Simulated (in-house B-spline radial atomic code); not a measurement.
## Ionising neutral iridium with different functionals

Computed with a radial B-spline atomic code at the basis-set limit: four-component Dirac-Coulomb Hamiltonian, Fermi nucleus of rms radius 5.4032 fm, spin-restricted, spherical fractional occupations for the functionals. The ionisation energy is the difference of two self-consistent energies, [Xe] 4f14 5d7 6s2 → [Xe] 4f14 5d7 6s1, without Breit or QED terms; ε is the level of the shell that loses the electron (mean over j).

Hybrids are left out here: with spherical fractional occupations of an open shell their exact exchange keeps a self-interaction that integer-occupation calculations don't have.

| method | rung | ΔSCF (eV) | -ε(6s) (eV) |
| --- | --- | --- | --- |
| LDA VWN5 | LDA | 10.18 | 6.59 |
| relativistic LDA | LDA | 10.14 | 6.55 |
| LDA PW92 | LDA | 10.18 | 6.59 |
| LDA exchange-only | LDA | 9.09 | 5.55 |
| PBE | GGA | 9.88 | 6.34 |
| PBEsol | GGA | 9.93 | 6.38 |
| BLYP | GGA | 9.85 | 6.26 |
| RPBE | GGA | 9.78 | 6.25 |
| PW91 | GGA | 9.96 | 6.40 |
| BP86 | GGA | 10.07 | 6.51 |
| AM05 | GGA | 9.87 | 6.32 |
| OLYP | GGA | 9.55 | 6.03 |

Problem. How do they compare with the NIST value?

Solution. NIST lists 8.967 eV (measured, ground level to ground level). Errors run from +0.13 to +1.21 eV; OLYP is closest (+0.59 eV), but part of that can be cancellation, since the calculations leave out Breit-QED terms, spin polarisation, the choice among j levels, multiplet and fine-structure energies.
